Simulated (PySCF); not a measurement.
A geometry optimisation, step by step.

C2H6BNSi.
Atom-mapped SMILES: `[NH2:1][BH:2][C:3]#[C:4][SiH3:5]` (hydrogens: H6, H7 on N1; H8 on B2; H9, H10, H11 on Si5)

Method: PBE0-D3(BJ)/def2-SVP geometry optimisation, gas phase (PySCF 2.14.0); density fitting, grid level 1; the optimiser is geomeTRIC in internal coordinates, started from a GFN2-xTB structure with every atom displaced at random (about 0.01 Å). The frame can shift and turn from step to step; on so coarse a grid that alone can change the energy by a few meV, and forces under 0.02 eV/Å are noise.

Step 0: E = -12201.0022 eV, largest atomic force 4.631 eV/Å
```
atom  x, y, z in Å  |  force x, y, z in eV/Å
N1     -2.575    0.490    0.793   -1.504   0.670   0.775
B2     -1.883   -0.159   -0.187    0.584   0.078   0.168
C3     -0.379   -0.162   -0.126    4.629  -0.088   0.097
C4      0.886   -0.173   -0.076   -4.207   0.001  -0.215
Si5     2.692   -0.220   -0.019   -0.233   0.198   0.787
H6     -2.167    1.015    1.549    0.361   0.026   0.134
H7     -3.591    0.560    0.813    0.233  -0.145  -0.139
H8     -2.429   -0.707   -1.053   -0.703  -0.563  -0.880
H9      3.223   -0.013   -1.342    0.457   0.099  -0.932
H10     3.158    0.860    0.885    0.168   0.131   0.096
H11     3.104   -1.518    0.532    0.214  -0.408   0.110
```

Step 1: E = -12201.1522 eV, largest atomic force 0.622 eV/Å
```
atom  x, y, z in Å  |  force x, y, z in eV/Å
N1     -2.642    0.564    0.889    0.021   0.130   0.054
B2     -1.866   -0.073   -0.069    0.004  -0.010  -0.012
C3     -0.333   -0.087   -0.025    0.303  -0.334  -0.391
C4      0.878   -0.248   -0.171   -0.358   0.329   0.389
Si5     2.705   -0.295   -0.116    0.009   0.018   0.033
H6     -2.258    1.092    1.661    0.035  -0.018   0.042
H7     -3.650    0.581    0.842   -0.062  -0.018   0.002
H8     -2.421   -0.647   -0.976   -0.022  -0.018  -0.016
H9      3.273   -0.093   -1.475    0.036  -0.013  -0.086
H10     3.201    0.789    0.784    0.006   0.006  -0.006
H11     3.151   -1.608    0.427    0.028  -0.072  -0.008
```

Step 2: E = -12201.1687 eV, largest atomic force 0.534 eV/Å
```
atom  x, y, z in Å  |  force x, y, z in eV/Å
N1     -2.603    0.567    0.885   -0.141   0.034  -0.050
B2     -1.888   -0.093   -0.107    0.097   0.101   0.178
C3     -0.354   -0.113   -0.062   -0.054  -0.322  -0.423
C4      0.860   -0.247   -0.170    0.121   0.237   0.306
Si5     2.689   -0.283   -0.097   -0.005  -0.036  -0.038
H6     -2.162    1.068    1.646    0.002  -0.025  -0.004
H7     -3.613    0.613    0.887   -0.007  -0.001   0.026
H8     -2.474   -0.659   -1.002   -0.012   0.028   0.035
H9      3.266   -0.086   -1.459    0.001  -0.011  -0.007
H10     3.177    0.806    0.801   -0.002  -0.003  -0.006
H11     3.141   -1.598    0.446    0.000  -0.003  -0.016
```

Step 3: E = -12201.1893 eV, largest atomic force 0.662 eV/Å
```
atom  x, y, z in Å  |  force x, y, z in eV/Å
N1     -2.595    0.579    0.880    0.109  -0.082  -0.095
B2     -1.900   -0.098   -0.121   -0.046   0.051   0.098
C3     -0.362   -0.152   -0.110   -0.632  -0.047  -0.086
C4      0.855   -0.236   -0.152    0.642   0.073   0.143
Si5     2.689   -0.275   -0.083   -0.011  -0.115  -0.157
H6     -2.118    1.043    1.643   -0.083   0.026   0.001
H7     -3.606    0.638    0.911    0.125  -0.012  -0.002
H8     -2.518   -0.652   -1.000    0.000   0.026   0.007
H9      3.260   -0.091   -1.456   -0.050   0.002   0.106
H10     3.190    0.817    0.805   -0.013  -0.013  -0.001
H11     3.145   -1.598    0.452   -0.042   0.092  -0.013
```

Step 4: E = -12201.1966 eV, largest atomic force 0.124 eV/Å
```
atom  x, y, z in Å  |  force x, y, z in eV/Å
N1     -2.574    0.582    0.879   -0.034  -0.066  -0.036
B2     -1.904   -0.105   -0.130    0.042   0.051   0.079
C3     -0.369   -0.171   -0.131   -0.036  -0.009  -0.017
C4      0.855   -0.226   -0.135    0.051   0.029   0.054
Si5     2.686   -0.272   -0.079   -0.009  -0.064  -0.106
H6     -2.107    1.046    1.648    0.034  -0.007  -0.043
H7     -3.583    0.639    0.917   -0.003   0.002  -0.011
H8     -2.543   -0.648   -1.002   -0.006   0.018   0.011
H9      3.246   -0.091   -1.454   -0.025   0.011   0.051
H10     3.196    0.816    0.806    0.004  -0.001   0.008
H11     3.137   -1.595    0.451   -0.017   0.036   0.011
```

Step 5: E = -12201.1983 eV, largest atomic force 0.080 eV/Å
```
atom  x, y, z in Å  |  force x, y, z in eV/Å
N1     -2.579    0.578    0.878    0.007  -0.021   0.018
B2     -1.901   -0.105   -0.125   -0.005  -0.005  -0.025
C3     -0.368   -0.167   -0.122    0.074   0.003   0.004
C4      0.858   -0.217   -0.122   -0.075   0.015   0.022
Si5     2.686   -0.274   -0.083    0.001  -0.013  -0.029
H6     -2.106    1.047    1.640   -0.009   0.014   0.005
H7     -3.587    0.635    0.915   -0.003   0.009  -0.003
H8     -2.537   -0.647   -0.999    0.001  -0.003  -0.004
H9      3.235   -0.090   -1.458   -0.001   0.008  -0.004
H10     3.208    0.810    0.801    0.008   0.001   0.004
H11     3.131   -1.596    0.446    0.002  -0.007   0.012
```

Step 6: E = -12201.1989 eV, largest atomic force 0.041 eV/Å
```
atom  x, y, z in Å  |  force x, y, z in eV/Å
N1     -2.586    0.576    0.880    0.000   0.004   0.028
B2     -1.897   -0.102   -0.119   -0.008  -0.015  -0.038
C3     -0.364   -0.159   -0.110    0.004   0.010   0.011
C4      0.861   -0.209   -0.110   -0.011   0.005   0.008
Si5     2.689   -0.277   -0.088    0.004   0.007   0.012
H6     -2.125    1.053    1.644    0.001   0.004   0.005
H7     -3.595    0.629    0.905   -0.006   0.006  -0.002
H8     -2.525   -0.646   -0.997    0.002  -0.007  -0.004
H9      3.225   -0.091   -1.468    0.004   0.001  -0.018
H10     3.226    0.802    0.794    0.004  -0.001  -0.002
H11     3.131   -1.601    0.438    0.004  -0.012   0.001
```

Step 7: E = -12201.1992 eV, largest atomic force 0.024 eV/Å
```
atom  x, y, z in Å  |  force x, y, z in eV/Å
N1     -2.593    0.574    0.882    0.000   0.009   0.009
B2     -1.895   -0.100   -0.114   -0.007  -0.007  -0.016
C3     -0.361   -0.151   -0.097    0.006   0.004   0.004
C4      0.863   -0.200   -0.096   -0.008   0.000   0.000
Si5     2.692   -0.278   -0.093    0.002   0.010   0.021
H6     -2.138    1.055    1.647   -0.001  -0.001   0.003
H7     -3.602    0.627    0.899    0.001   0.001   0.002
H8     -2.516   -0.647   -0.996    0.004  -0.003  -0.001
H9      3.214   -0.093   -1.478    0.002  -0.005  -0.010
H10     3.247    0.795    0.785   -0.001  -0.002  -0.005
H11     3.130   -1.606    0.429    0.002  -0.005  -0.009
```

**Question.** Summarise the path.

**Answer.** The energy falls by 0.1969 eV from step 0 to step 7; nine tenths of that is first reached at step 3. It falls at every step. The largest force goes from 4.631 to 0.024 eV/Å. Among the bonds Si5–H9 changes most, from 1.441 to 1.492 Å; the atoms move by 0.044 Å rms after alignment.

**Question.** Follow the three bonds and two angles with the largest change from start to end.

**Answer.** 
```json
{"step": "0", "E above end (eV)": "0.1969", "largest force (eV/Å)": "4.631", "Si5–H9 (Å)": "1.441", "B2–H8 (Å)": "1.161", "C3≡C4 (Å)": "1.266", "H6–N1–H7 (°)": "110.8", "N1–B2–H8 (°)": "121.5"}
{"step": "1", "E above end (eV)": "0.0470", "largest force (eV/Å)": "0.622", "Si5–H9 (Å)": "1.487", "B2–H8 (Å)": "1.209", "C3≡C4 (Å)": "1.230", "H6–N1–H7 (°)": "114.0", "N1–B2–H8 (°)": "118.7"}
{"step": "2", "E above end (eV)": "0.0305", "largest force (eV/Å)": "0.534", "Si5–H9 (Å)": "1.492", "B2–H8 (Å)": "1.210", "C3≡C4 (Å)": "1.226", "H6–N1–H7 (°)": "114.3", "N1–B2–H8 (°)": "120.1"}
{"step": "3", "E above end (eV)": "0.0098", "largest force (eV/Å)": "0.662", "Si5–H9 (Å)": "1.499", "B2–H8 (Å)": "1.210", "C3≡C4 (Å)": "1.221", "H6–N1–H7 (°)": "114.8", "N1–B2–H8 (°)": "119.3"}
{"step": "4", "E above end (eV)": "0.0025", "largest force (eV/Å)": "0.124", "Si5–H9 (Å)": "1.496", "B2–H8 (Å)": "1.209", "C3≡C4 (Å)": "1.226", "H6–N1–H7 (°)": "113.9", "N1–B2–H8 (°)": "119.3"}
{"step": "5", "E above end (eV)": "0.0009", "largest force (eV/Å)": "0.080", "Si5–H9 (Å)": "1.492", "B2–H8 (Å)": "1.209", "C3≡C4 (Å)": "1.226", "H6–N1–H7 (°)": "114.4", "N1–B2–H8 (°)": "119.1"}
{"step": "6", "E above end (eV)": "0.0003", "largest force (eV/Å)": "0.041", "Si5–H9 (Å)": "1.491", "B2–H8 (Å)": "1.209", "C3≡C4 (Å)": "1.226", "H6–N1–H7 (°)": "114.3", "N1–B2–H8 (°)": "118.9"}
{"step": "7", "E above end (eV)": "0.0000", "largest force (eV/Å)": "0.024", "Si5–H9 (Å)": "1.492", "B2–H8 (Å)": "1.209", "C3≡C4 (Å)": "1.226", "H6–N1–H7 (°)": "114.3", "N1–B2–H8 (°)": "119.0"}
```

What follows is the cost of the whole optimisation. Time: 24 s; peak memory 0.41 GiB. Hardware: an Arm Neoverse V2 with one thread (shared host).
